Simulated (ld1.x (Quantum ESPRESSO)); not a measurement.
**Varying the PAW potential for Mg (Z = 12)**

Base potential:

magnesium (Mg), PAW, made with ld1.x (Quantum ESPRESSO) 7.5 (PBE, scalar-relativistic). Core [He], reference 2s2 2p6 3s2 3p0. Waves: 2s (bound): rcut 0.95, rcutus 1.10 bohr; 3s (bound): rcut 0.95, rcutus 1.10 bohr; 2p (bound): rcut 1.05, rcutus 1.15 bohr; 3p (bound, empty): rcut 1.05, rcutus 1.15 bohr; 3d channel at 0.2 Ry: rcut 1.15, rcutus 1.30 bohr; 3d channel at 2 Ry: rcut 1.15, rcutus 1.30 bohr. Local part: all-electron potential smoothed inside 1.25 bohr (lloc = -1). Core correction: Bessel-smoothed model core, default radius (core density twice the valence density). Augmentation charge: PSQ, inside the norm-conserving radii.

All-electron outer shells of the reference configuration (PBE, scalar-relativistic, ld1.x):

```json
{"shell": "1s", "level (eV)": "-1259.65", "outermost node (bohr)": "–", "outermost maximum (bohr)": "0.09"}
{"shell": "2s", "level (eV)": "-79.85", "outermost node (bohr)": "0.18", "outermost maximum (bohr)": "0.54"}
{"shell": "2p", "level (eV)": "-46.61", "outermost node (bohr)": "–", "outermost maximum (bohr)": "0.48"}
{"shell": "3s", "level (eV)": "-4.70", "outermost node (bohr)": "0.90", "outermost maximum (bohr)": "2.56"}
{"shell": "3p", "level (eV)": "-1.33", "outermost node (bohr)": "0.96", "outermost maximum (bohr)": "3.46"}
```

Cutoffs, loose and tight: the cutoffs (Ry, on a coarse ladder) from which the occupation-weighted sum of valence levels, in a spherical-Bessel basis at the reference potential, stays within 10 and 1 mRy of its value at 400 Ry. They do not see the model core or the augmentation charge, which bear on the density cutoff. Test errors are all-electron minus pseudo excitation energies from the reference, over the configurations 2s2 2p6 3s1 3p0; 2s2 2p6 3s0 3p0; 2s2 2p6 3s1.5 3p0; 2s2 2p5 3s2 3p0; 2s2 2p6 3s0 3p2; 2s1 2p6 3s2 3p0; 2s2 2p6 3s1 3p1. A dash means not determined; rows that change the core or the reference have their own tests.

On the changes marked as counting shells twice: ld1.x takes every shell without a wave as core, so the model core holds the marked electrons as well and exchange and correlation see them twice. This cancels in the reference configuration, but the file is broken for other ones, and its errors say nothing about a proper core correction.

```csv
change,outcome,"cutoff, loose","cutoff, tight",bound ghosts,largest test error (meV)
base,generated,70 Ry,110 Ry,none,-9.9
type TM; waves now 2s (bound): rc 1.10 bohr; 3d channel at 0.2 Ry: rc 1.30 bohr; 2p (bound): rc 1.15 bohr; local potential the p channel (3s counted twice),generated,140 Ry,230 Ry,none,-524
"wave 3d channel at 0.2 Ry: rcut 1.15, rcutus 1.30 bohr becomes 3d channel at -0.11 Ry: rcut 1.15, rcutus 1.30 bohr",generated,70 Ry,110 Ry,none,-9.9
local potential all-electron potential smoothed inside 1.20 bohr (lloc = -2),generated,70 Ry,110 Ry,none,-16
"waves 2p (bound): rcut 1.05, rcutus 1.40 bohr; 3p (bound): rcut 1.05, rcutus 1.40 bohr",generated,55 Ry,80 Ry,none,test run stopped at test 1 of 7 (negative rho)
local potential all-electron potential smoothed inside 1.34 bohr (lloc = -1),generated,70 Ry,110 Ry,none,-14
```

What comes out with this change to the base: augmentation PSQ, radius 0.70 bohr?

outcome: generated; cutoff, loose: 70 Ry; cutoff, tight: 110 Ry; bound ghosts: none; largest test error (meV): -21.
